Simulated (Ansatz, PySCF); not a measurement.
Molecule: SF3, net charge 0, doublet state. It need not be the lowest isomer of its formula. 
Geometry from a B3LYP-D3(BJ)/def2-TZVP (Ansatz, a program for electronic structure) optimisation:
```
S
F 1 1.5809
F 1 1.6775 2 88.13
F 1 1.6775 2 88.13 3 165.90
```
Charge 0, spin multiplicity 2.

Quantity: atomisation energy (electronic, to ground-state atoms), in kcal/mol. Cores are frozen in the correlated levels unless marked. UHF or UKS for open shells. No spin-orbit coupling. No relativistic terms. The coupled-cluster limit lacks core correlation, which all-electron functionals hold. Basis-set limits of correlation are two-point, X^-3; Hartree-Fock from the larger set. [CCSD(T)-MP2]/basis is that difference in the basis named.

```json
[
 {"level": "revPBE/def2-TZVPD", "program": "Ansatz", "atomisation energy (kcal/mol)": "244.1"},
 {"level": "TPSS/def2-TZVPD", "program": "PySCF", "atomisation energy (kcal/mol)": "247.5"},
 {"level": "M06-L-D4/def2-TZVPD", "program": "PySCF + dftd4", "atomisation energy (kcal/mol)": "233.8"},
 {"level": "r2SCAN-D4/def2-TZVPD", "program": "Ansatz + dftd4", "atomisation energy (kcal/mol)": "244.9"}
]
```

**Question.** Estimate the value at RI-MP2/CBS(cc-pV(T+d)Z,cc-pV(Q+d)Z)+[CCSD(T)-MP2]/cc-pV(T+d)Z as computed with Ansatz.

**Answer.** 231.7 kcal/mol, so r2SCAN-D4/def2-TZVPD differs from it by 13.2 kcal/mol.
